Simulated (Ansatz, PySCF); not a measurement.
Molecule: thionyl fluoride, sum formula SOF2, charge 0, multiplicity 1. 
Coordinates optimised at B3LYP-D3(BJ)/def2-TZVP (Ansatz, a first-principles code):
SMILES: O=S(F)F
```xyz
4

O      1.3619    -0.1486    -0.3569
S      0.1670    -0.0077     0.4048
F     -0.6344     1.2320    -0.2285
F     -0.8731    -1.0862    -0.1739
```

Total electronic energies in hartree. Cores are frozen in the correlated levels unless marked. No spin-orbit coupling. No relativistic terms. CBS(X,Y): correlation extrapolated as X^-3; Hartree-Fock from the larger set. [CCSD(T)-MP2]/basis is that difference in the basis named.

| level | program | energy (Eh) |
|---|---|---|
| HF/cc-pV(T+d)Z | Ansatz | -671.36358 |
| HF/cc-pV(Q+d)Z | Ansatz | -671.39433 |
| SVWN5/def2-TZVPD | Ansatz | -670.11656 |
| BLYP-D3(BJ)/def2-TZVPD | Ansatz + dftd3 | -673.23339 |
| BLYP-D4/def2-TZVPD | Ansatz + dftd4 | -673.23451 |
| BLYP/def2-TZVPD | Ansatz | -673.22908 |
| BP86-D4/def2-TZVPD | PySCF + dftd4 | -673.29087 |
| BP86/def2-TZVPD | PySCF | -673.28789 |
| r2SCAN/def2-TZVPD | Ansatz | -673.09980 |
| r2SCAN-D4/def2-TZVPD | Ansatz + dftd4 | -673.10032 |
| B3LYP-D3(BJ)/def2-TZVPD | Ansatz + dftd3 | -673.25366 |
| B3LYP/def2-TZVPD | PySCF | -673.25017 |
| r2SCAN0-D4/def2-TZVPD | Ansatz + dftd4 | -673.04449 |
| LC-wPBE-D4/def2-TZVPD | Ansatz + dftd4 | -672.97295 |
| LC-wPBE/def2-TZVPD | Ansatz | -672.97037 |
| wB97X/def2-TZVPD | Ansatz | -673.16786 |
| MP2/STO-3G | Ansatz | -662.96610 |
| RI-MP2/cc-pV(Q+d)Z | Ansatz | -672.40715 |
| SCS-MP2/aug-cc-pV(T+d)Z | Ansatz | -672.29710 |
| SCS-MP2/cc-pwCVTZ | Ansatz | -672.29050 |
| CCSD(T)/cc-pVTZ | Ansatz | -672.31341 |
| RI-MP2/CBS(aug-cc-pV(T+d)Z,aug-cc-pV(Q+d)Z)+[CCSD(T)-MP2]/aug-cc-pV(T+d)Z | Ansatz | -672.5085 |
| RI-MP2/CBS(cc-pV(T+d)Z,cc-pV(Q+d)Z)+[CCSD(T)-MP2]/cc-pV(T+d)Z | Ansatz | -672.5026 |

Totals of different functionals don't rank their quality; only differences between species are comparable.
